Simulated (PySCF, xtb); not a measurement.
CdI2, SMILES [I][Cd][I].

GFN2-xTB run with xtb 6.7.1 at its own geometry gives an orbital gap of 4.03 eV and a dipole moment of 4.07 D.

Geometry optimised at r2SCAN-D4/def2-SVP. The isomer is the one that the SMILES or the coordinates give; other isomers of the formula were not compared. The def2 effective core potentials stand for the cores of Cd, I; spin–orbit coupling is left out.

Task: What does r2SCAN/def2-TZVPD run with PySCF give? (The exact figures need the calculation; the answer reports its results.)

Result: gap 3.90 eV (levels -6.91 and -3.00 eV), dipole 0.00 D.
